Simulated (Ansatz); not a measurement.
`O=[CH][GeH2][AlH2]` + H–F → `[F][GeH2][AlH2]` + `C=O` at 500 K and 1 bar (ligand exchange at a Ge–C bond).

Program: Ansatz. Geometries: PBE0-D4/def2-TZVP. ΔE: electronic, gas phase. CBS: MP2 limit from def2 TZ/QZ plus the TZ coupled-cluster correction, frozen cores. This one scheme is used for every species. For Ge outer-core shells are correlated without core-valence functions, which leaves a few kJ/mol of doubt a bond. Scalar relativity is left out up to krypton. Each species was taken in one conformer, which may not be the lowest.

```tsv
species	CCSD(T)/CBS energy (Eh)	H − E (kJ/mol)	S (J/(mol·K))
`O=[CH][GeH2][AlH2]`	-2434.30864	170.6	437.4
H–F	-100.39570	39.4	188.7
`[F][GeH2][AlH2]`	-2420.33314	120.5	381.8
`C=O`	-114.39408	87.9	238.5
```

H − E and S are ideal-gas, rigid-rotor, harmonic terms from PBE0-D4/def2-TZVP, for one conformer and one mirror image of each species. 1 Eh = 2625.50 kJ/mol, R = 8.31446 J/(mol·K).

**Question.** By hand: ΔE, ΔH, ΔS and ΔG.

**Answer.** ΔE = (-2420.33314) + (-114.39408) − (-2434.30864) − (-100.39570) = -0.02288 Eh = -60.1 kJ/mol. Δ(H − E) = 120.5 + 87.9 − 170.6 − 39.4 = -1.6, so ΔH = -61.7 kJ/mol. ΔS = 381.8 + 238.5 − 437.4 − 188.7 = -5.8 J/(mol·K). ΔG = -61.7 − 500 × (-5.8)/1000 = -58.8 kJ/mol.

**Question.** By hand: the equilibrium constant, and the temperature at which ΔG would vanish if ΔH and ΔS stayed fixed.

**Answer.** log₁₀ K = −ΔG/(RT ln 10) = 6.1. ΔG = 0 at ΔH/ΔS = 10638 K, far beyond where these terms or the molecules hold.

The number of gas molecules stays the same, so ΔS is small and ΔH decides. A doubt of 5 kJ/mol in ΔE shifts log₁₀ K by 0.5 here. Other conformers and mirror images would add mixing entropy, several J/(mol·K) or more a flexible species. Modes under 60 cm⁻¹, often nearly free rotors, make the harmonic entropy too high. These are equilibria of isolated gas molecules and say nothing of rates. Largest T1 diagnostic: 0.015 (customary marks: 0.02 for closed shells, 0.045 for open ones).
